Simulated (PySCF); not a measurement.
# C₆ coefficients of unlike pairs at UHF

Calculated with PySCF 2.14 from the dipole response of each species, C₆(A,B) = (3/π) ∫ α_A(iu) α_B(iu) du, in atomic units, from isotropic polarisabilities. For ions this is the dispersion term alone; charge-induced terms of lower order in 1/R come first.

```csv
species,configuration,basis,relativity,α (bohr³),C₆ (like pair)
Fe³⁺,[Ar] 3d5 (6S),"x2c-TZVPPall with one added diffuse shell each of s, p, d, f type (7s6p5d3f1g)",spin-free X2C,1.658,3.986
Pr²⁺,[Xe] 4f3 (4I),"x2c-TZVPPall with one added diffuse shell each of s, p, d, f type (12s8p8d5f2g)",spin-free X2C,11.38,65.42
He,1s2 (1S),dyall-av3z (10s3p2d),spin-free X2C,1.307,1.367
P³⁺,[Ne] 3s2 (1S),"aug-cc-pCVTZ-DK with one added diffuse shell each of s, p, d, f type (9s8p6d4f)",spin-free X2C,7.078,18.46
```

Q: Estimate C₆ for Pr²⁺ with Fe³⁺.

A: The integral gives 15.30. The combination rule 2 C_A C_B / (C_A α_B/α_A + C_B α_A/α_B) gives 14.13 and the geometric mean 16.15.

No spin-orbit coupling is included.

The other pairs:

```json
{"pair": "He, Pr²⁺", "C₆": "9.420"}
{"pair": "He, Fe³⁺", "C₆": "2.214"}
{"pair": "P³⁺, He", "C₆": "4.699"}
{"pair": "P³⁺, Pr²⁺", "C₆": "32.96"}
{"pair": "P³⁺, Fe³⁺", "C₆": "6.963"}
```
